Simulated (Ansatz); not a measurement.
Ansatz (an electronic-structure program) input (RI-MP2/aug-cc-pVTZ):
A basis named .json is the Basis Set Exchange file of that set.

Ansatz 0.2 input:
```yaml
crystal:
  periodic: [false, false, false]
  atoms:
    - {symbol: C, position_ang: [-1.92056800, -0.01366749, 0.10738180]}
    - {symbol: Ge, position_ang: [-0.00006433, -0.00000046, 0.00000360]}
    - {symbol: F, position_ang: [0.76885681, -0.17703797, 1.53354076]}
    - {symbol: F, position_ang: [0.63599185, -1.26737598, -0.98158189]}
    - {symbol: F, position_ang: [0.63423694, 1.45892486, -0.66596717]}
    - {symbol: H, position_ang: [-2.24592814, -0.96002637, 0.53482816]}
    - {symbol: H, position_ang: [-2.24706722, 0.80958751, 0.73969043]}
    - {symbol: H, position_ang: [-2.33330851, 0.10186030, -0.89284985]}
basis:
  gaussian:
    orbitals: aug-cc-pVTZ
    fitting: {mean_field: def2-universal-jkfit, correlation: aug-cc-pVTZ-RIFIT.json}
total_charge: 1
magnetization: {spin_polarized: true, initial_magnetization: 1}
correlation: {method: mp2, electrons: outside_noble_gas}
```

Output:

```
Functional definition: HF
integrals: 0.59 GiB planned
626 factors; integrals over basis functions are off by at most 9.4e-1 eV
0.70 GiB of device memory are held for the factors and their scratch space
mean field: 1.42 GiB planned
mean field evaluation 1: about -65657.7260 eV, gradient 4.9e1 eV
mean field evaluation 2: about -65661.5574 eV, gradient 3.8e1 eV
mean field evaluation 4: about -65665.2768 eV, gradient 1.1e0 eV
mean field evaluation 8: about -65665.2906 eV, gradient 2.0e-6 eV
mean field evaluation 16: about -65663.7463 eV, gradient 1.7e0 eV
mean field evaluation 32: about -65664.2492 eV, gradient 3.2e0 eV
mean field -65665.29062614 eV, -2413.1549209780 hartree, gradient 2.0e-6 eV, S^2 0.765331; 4 other end points of the search recorded, 0 dependent functions left out
18 core orbitals not correlated
753 factors; their error is unknown
reference -65665.29062614 eV, -2413.1549209780 hartree; 16, 15 occupied and 278, 279 virtual orbitals, 753 factors
second order -28.63915506 eV of doubles, -0.00000000 eV of singles
Total energy: -65693.92978120 eV, -2414.2073905141 hartree
```

This state (charge 1, doublet) is run at the relaxed geometry of the species with charge 0 and multiplicity 1.
